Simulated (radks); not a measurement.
Effect of the nuclear size on neutral iodine, [Kr] 4d10 5s2 5p5. Calculated with a radial shooting solver on a logarithmic mesh with Libxc functionals: Dirac Kohn-Sham, exchange-only LDA, spin-unpolarised, spherical densities, finite nucleus; open shells are shared between the two j in proportion to 2j + 1; Fermi nuclear charge, rms radius 4.75 fm. The rms radius is varied about that value; shifts are against it.

rms radius (fm)  total energy shift (eV)  density at nucleus (e/bohr^3)  1s1/2 shift (meV)  2s1/2 shift (meV)  4p1/2 shift (meV)  5s1/2 shift (meV)  5p1/2 shift (meV)  5p3/2 shift (meV)
4.028                              -1.66                      2.551e+05               -695              -81.5              0.242             -0.425              0.038              0.041
4.4413                            -0.738                      2.509e+05               -309              -36.2              0.108             -0.189              0.017              0.018
4.75                                   0                       2.48e+05              0.000              0.000              0.000              0.000              0.000              0.000
5.0397                             0.730                      2.455e+05                305               35.8             -0.106              0.187             -0.016             -0.018
5.9043                              3.12                      2.388e+05               1300                153             -0.454              0.799             -0.070             -0.077

Slopes of the eigenvalues against <r^2> in GHz/fm^2, as finite differences over the two radii next to the reference (eigenvalue slopes, not the field-shift constants of lines): 1s1/2 26200, 2s1/2 3070, 4p1/2 -9.12, 5s1/2 16.0, 5p1/2 -1.41, 5p3/2 -1.54.
